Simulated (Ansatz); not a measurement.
BI+, multiplicity 2 (lowest of 2S+1 = 2, 4 at CCSD(T)/def2-TZVPP on PBE0 minima; our sources give no spin for the ground state, which may be another), most abundant isotopes (11.0093 and 126.9045 u). Constants from fifth-degree fits in 1/R to seven points on the lowest solution found; no spin–orbit coupling, no relativity up to Kr; ω_e x_e and α_e move by some per cent with the fit.

Correlated levels freeze the inner cores; with def2 sets outer-core shells near the valence are correlated too. CBS(a, b) extrapolates the correlation energy as X⁻³ and adds the Hartree–Fock energy of set b.

Run with Ansatz (Gaussian orbitals).  In def2 rows elements past Kr take small-core potentials, without spin–orbit coupling.

```
level                                r_e (Å)  ω_e (cm⁻¹)  ω_e x_e (cm⁻¹)  α_e (cm⁻¹)
-----------------------------------  -------  ----------  --------------  ----------
PBE/def2-TZVPP                        1.9701       776.8            4.39     0.00307
CCSD(T)/CBS(def2-TZVPP, def2-QZVPP)   1.9574       795.6            4.79     0.00312
```

Q: Derive the rotational constants, the centrifugal constant, the fundamental, the zero-point energy and the force constant.

A: 
μ = 10.13046 u.
- PBE/def2-TZVPP: B_e = 16.8576/(μ r_e²) = 0.42873 cm⁻¹; B₀ = B_e − α_e/2 = 0.42720 cm⁻¹; D = 4B_e³/ω_e² = 5.22e-07 cm⁻¹; fundamental ω_e − 2ω_e x_e = 768 cm⁻¹; zero-point energy ω_e/2 − ω_e x_e/4 = 387 cm⁻¹; k = μ(2πcω_e)² = 360 N/m
- CCSD(T)/CBS(def2-TZVPP, def2-QZVPP): B_e = 16.8576/(μ r_e²) = 0.43430 cm⁻¹; B₀ = B_e − α_e/2 = 0.43274 cm⁻¹; D = 4B_e³/ω_e² = 5.18e-07 cm⁻¹; fundamental ω_e − 2ω_e x_e = 786 cm⁻¹; zero-point energy ω_e/2 − ω_e x_e/4 = 397 cm⁻¹; k = μ(2πcω_e)² = 378 N/m

Ansatz is a quantum-chemistry and plane-wave program.
